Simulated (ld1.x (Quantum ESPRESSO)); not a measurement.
# Cutoff test, Ir, TM semilocal

ld1.x (Quantum ESPRESSO) 7.5 input, shortened:

```
&input
   title='Ir', zed=77., rel=1, dft='REVPBE', iswitch=3,
   config='[Xe] 4f14 5d7.5 5f-2 6s1.5 6p0'
 /
 &inputp
   pseudotype=1, tm=.true., lloc=2,
   nlcc=.true., new_core_ps=.true., rcore=0.90
 /
4
5S  1  0   2.00   0.00  1.10  1.10  0.0
5P  2  1   6.00   0.00  1.85  1.85  0.0
5F  4  3  -2.00   0.25  1.55  1.55  0.0
5D  3  2   7.50   0.00  1.90  1.90  0.0
 &test
   configts(1)='5s2 5p6 5d7.5 6s1.5 6p0'
 /
```

Occupied shells without a wave of their own: 6s. They enter only through the test configuration that unscreens the potential, and ld1.x also counts them in the model core charge.

The pseudo-atom Hamiltonian at the reference potential is diagonalised in spherical Bessel functions j_l(qr) that vanish at 20 bohr, with q² up to the cutoff. All-electron valence levels (Ry): 5s -7.0987, 6s -0.4296, 5p -3.9247, 6p -0.0752, 5d -0.4554.

How do the lowest levels (Ry) of each channel move with the cutoff, and are there ghosts?

```tsv
cutoff (Ry)	s #1	s #2	p #1	p #2	f #1	d #1	Σ f·Δε (mRy)
8	-5.7331	-0.3069	-2.8580	-0.0330	0.1107	0.0001	12750.8
21	-6.2988	-0.3471	-3.9043	-0.0817	0.1107	-0.3916	2343.2
45	-7.0180	-0.4318	-3.9243	-0.0865	0.1107	-0.4553	180.0
90	-7.0748	-0.4388	-3.9247	-0.0865	0.1107	-0.4554	52.6
160	-7.0963	-0.4416	-3.9247	-0.0865	0.1107	-0.4554	5.3
300	-7.0988	-0.4418	-3.9247	-0.0865	0.1107	-0.4554	0.1
400	-7.0988	-0.4418	-3.9247	-0.0865	0.1107	-0.4554	0.0
```

Result: no extra level below or beside the all-electron valence levels (s, p, f, d tested); the semilocal form is local in each channel, so this says nothing of the separable form that plane-wave codes build from it; 10 mRy is reached at 120 Ry and 1 mRy at 230 Ry.

ld1.x takes every shell without a wave as core, so the model core holds the 6s electrons as well and exchange and correlation see them twice. This cancels in the reference configuration, but the file is broken for other ones, and its errors say nothing about a proper core correction. Its largest configuration-test error is -691 meV.
